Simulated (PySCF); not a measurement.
Changes within a family of molecules, several properties at once.

PySCF, B3LYP/def2-SVPD, density fitting, gas phase; each molecule at its own PBE0-D3(BJ)/def2-SVP geometry, one conformer. Singlet excitations by full TDDFT with frozen cores, triplets by Tamm–Dancoff TDDFT and ionisation energies by ΔSCF, from the lowest of the holes tried. 

Torsions of the conformers computed, which needn't be the lowest (atom-mapped SMILES):
- `[NH2:1][CH2:2][SiH2:3][CH:4]=[O:5]`: N1–C2–Si3–C4 -60°, C2–Si3–C4–O5 -157°, H–N1–C2–Si3 170°, H–N1–C2–Si3 -70°
- `[H]/[N:1]=[CH:2]\[SiH2:3][CH:4]=[O:5]`: N1–C2–Si3–C4 -116°, C2–Si3–C4–O5 116°
- `[CH3:1][SiH2:2][CH:3]=[O:4]`: C1–Si2–C3–O4 -1°
- `[O:1]=[CH:2][SiH2:3][B:4]([Cl:5])[Cl:6]`: O1–C2–Si3–B4 0°, C2–Si3–B4–Cl5 87°
- `[O:1]=[CH:2][SiH2:3][F:4]`: O1–C2–Si3–F4 179°
- `[O:1]=[CH:2][SiH2:3][CH:4]=[O:5]`: O1–C2–Si3–C4 80°, C2–Si3–C4–O5 107°
- `[O:1]=[CH:2][SiH2:3][SH:4]`: O1–C2–Si3–S4 0°, H–S4–Si3–C2 0°
- `[O:1]=[CH:2][SiH2:3][Cl:4]`: O1–C2–Si3–Cl4 177°
- `[N:1]#[C:2][SiH2:3][CH:4]=[O:5]`: C2–Si3–C4–O5 -179°
- `[O:1]=[CH:2][SiH2:3][O:4][SiH3:5]`: O1–C2–Si3–O4 -1°, C2–Si3–O4–Si5 1°

Reference: `O=C[SiH3]`, with HOMO energy -7.06 eV, LUMO energy -2.15 eV, lowest singlet excitation 3.18 eV, lowest triplet excitation 2.52 eV, mean polarisability 45.9 au, dipole moment 2.25 D and vertical ionisation energy 9.70 eV.

Changes against it:

```csv
molecule,change,Δ HOMO energy (eV),Δ LUMO energy (eV),Δ lowest singlet excitation (eV),Δ lowest triplet excitation (eV),Δ mean polarisability (au),Δ dipole moment (D),Δ vertical ionisation energy (eV)
O=C[SiH2]B(Cl)Cl,H on Si → BCl2,-0.07,-0.39,+0.10,+0.09,+40.2,+0.18,-0.24
O=C[SiH2]F,H on Si → F,-0.29,-0.24,+0.03,+0.01,-3.6,-1.42,+0.33
O=C[SiH2]C=O,H on Si → CHO,+0.03,-0.57,-0.23,-0.23,+15.8,-0.71,-0.46
O=C[SiH2]S,H on Si → SH,-0.29,-0.15,+0.24,+0.24,+19.3,+0.10,-0.07
O=C[SiH2]Cl,H on Si → Cl,-0.29,-0.27,+0.03,+0.03,+11.0,-1.32,+0.15
N#C[SiH2]C=O,H on Si → CN,-0.62,-0.62,+0.03,+0.04,+12.1,-0.78,+0.51
O=C[SiH2]O[SiH3],H on Si → OSiH3,-0.07,0.00,+0.09,+0.07,+25.9,-0.17,-0.25
```

Rows whose labels were lost:

```tsv
row	Δ HOMO energy (eV)	Δ LUMO energy (eV)	Δ lowest singlet excitation (eV)	Δ lowest triplet excitation (eV)	Δ mean polarisability (au)	Δ dipole moment (D)	Δ vertical ionisation energy (eV)
P	+0.03	-0.21	-0.03	-0.03	+19.5	-0.12	-0.50
Q	+0.22	+0.32	+0.07	+0.05	+11.3	-0.26	-0.30
R	+0.51	+0.40	-0.05	-0.04	+20.4	+1.93	-0.94
```

Question: Which row belongs to which of `NC[SiH2]C=O` (H on Si → CH2NH2), `[H]/N=C\[SiH2]C=O` (H on Si → CH=NH) and `C[SiH2]C=O` (H on Si → CH3)?

Answer: P = `[H]/N=C\[SiH2]C=O`, Q = `C[SiH2]C=O` and R = `NC[SiH2]C=O`. P and Q are told apart most clearly by the mean polarisability (+19.5 against +11.3 au); P and R are told apart most clearly by the dipole moment (-0.12 against +1.93 D); Q and R are told apart most clearly by the dipole moment (-0.26 against +1.93 D).

Question: Fit a straight line for the change of the lowest singlet excitation against that of the lowest triplet excitation over the labelled rows, and test it on P, Q and R.

Answer: Over the 7 labelled rows the slope is 1.01 eV/eV, the intercept +0.01 eV, r = 1.00 and the standard error 0.012 eV. P: predicted -0.02, computed -0.03 eV; Q: predicted +0.06, computed +0.07 eV; R: predicted -0.03, computed -0.05 eV. The mean miss is 0.012 eV, against 0.064 eV for guessing the labelled rows' mean: the line carries over to these rows.
